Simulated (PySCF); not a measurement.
# Spinor energies of Pd³⁺ (palladium, charge +3)

Start: [Kr] 4d6 5s1; 4d3/2 filled at m_j = +3/2; 4d5/2 filled at m_j = -3/2, -1/2, +1/2, +3/2, +5/2; 5s1/2 filled at m_j = +1/2. Calculated with PySCF 2.14 in x2c-TZVPall-2c with one added diffuse shell each of s, p, d type (9s10p8d1f, 86 functions): generalised Hartree-Fock with the X2C-1e Hamiltonian and a Gaussian nucleus; one run each with spin-orbit coupling (SO) switched off, then screened by Boettger's factors. This is a chosen level, not necessarily the ground level.

| spinor shell | electrons | ε, spin-free (eV) | ε, screened SO (eV) | weight of nominal j (screened SO) | rms radius, screened SO (bohr) |
| --- | --- | --- | --- | --- | --- |
| 1s1/2 | 2 | -24524.1 | -24522.3 | 1.000 | 0.0365 |
| 2s1/2 | 2 | -3706.6 | -3706.1 | 1.000 | 0.150 |
| 2p1/2 | 2 | -3321.3 | -3431.6 | 1.000 | 0.130 |
| 2p3/2 | 4 | -3321.3 | -3270.1 | 1.000 | 0.135 |
| 3s1/2 | 2 | -744.38 | -744.20 | 1.000 | 0.403 |
| 3p1/2 | 2 | -614.46 | -634.39 | 1.000 | 0.399 |
| 3p3/2 | 4 | -614.46 | -605.11 | 1.000 | 0.409 |
| 3d3/2 | 4 | -408.49 | -412.18 | 0.976 | 0.387 |
| 3d5/2 | 6 | -408.49 | -405.81 | 0.984 | 0.390 |
| 4s1/2 | 2 | -151.89 | -151.83 | 1.000 | 0.997 |
| 4p1/2 | 2 | -111.03 | -118.06 | 0.738 | 1.08 |
| 4p3/2 | 4 | -111.03 | -107.59 | 0.869 | 1.09 |
| 4d5/2 | 5 | -55.511 | -56.326 | 0.552 | 1.36 |
| 4d3/2 | 1 | -55.511 | -51.496 | 0.754 | 1.37 |
| 5s1/2 | 1 | -35.988 | -35.978 | 1.000 | 2.64 |

| quantity | spin-free | screened SO |
| --- | --- | --- |
| E (hartree) | -5039.92089 | -5040.78641 |
| M_J | 9/2 | 9/2 |
| ⟨J²⟩ | 24.755 | 24.759 |
| ⟨L²⟩ | 6.004 | 6.112 |
| ⟨S²⟩ | 8.751 | 8.686 |

Each row is a mean over spinors that exchange with the open shell spreads, by up to 11.281 eV (4p3/2).

Rows whose weight is well below 1 are mixtures of j = l ± 1/2: exchange outweighs spin-orbit coupling there, and the label is only the starting occupation.

Breit and QED terms are absent; they matter most for the inner s and p1/2 levels.

Densities and radii are taken from the X2C orbitals without a picture-change correction, which distorts them close to the nucleus.

Without spin-orbit coupling the j labels of p, d and f shells carry no meaning; the spin-free column gives the mean over the occupied spinors of each nl shell.
